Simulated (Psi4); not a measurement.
iodine (I₂), singlet, at a GFN2-xTB geometry (all electrons, no relativity), atoms displaced at random by about 0.02 Å a coordinate. Base run: PBE0/STO-3G in Psi4.

Input for Psi4:
```
memory 2 GB

molecule {
0 1
I     0.02171489   -0.02468925   -1.31323171
I     0.00299629   -0.01935711    1.31248048
}

set {
  basis sto-3g
  scf_type pk
}

optimize('pbe0')
print_variables()
```

The base run was repeated with changes; each row names its change, and settings that it needs were set with it.

```json
[
 {"change": "base", "ΔE vs base (µEh)": "0.0", "optimiser steps": "6", "core-seconds (rough)": "20"},
 {"change": "intrafrag_step_limit = 0.05", "ΔE vs base (µEh)": "0.3", "optimiser steps": "5", "core-seconds (rough)": "20"},
 {"change": "intrafrag_hess = simple", "ΔE vs base (µEh)": "0.3", "optimiser steps": "5", "core-seconds (rough)": "20"},
 {"change": "g_convergence = gau_tight", "ΔE vs base (µEh)": "0.1", "optimiser steps": "9", "core-seconds (rough)": "30"},
 {"change": "g_convergence = turbomole", "ΔE vs base (µEh)": "0.1", "optimiser steps": "7", "core-seconds (rough)": "20"},
 {"change": "g_convergence = gau_loose", "ΔE vs base (µEh)": "0.3", "optimiser steps": "5", "core-seconds (rough)": "20"},
 {"change": "opt_coordinates = both", "ΔE vs base (µEh)": "0.0", "optimiser steps": "5", "core-seconds (rough)": "20"}
]
```
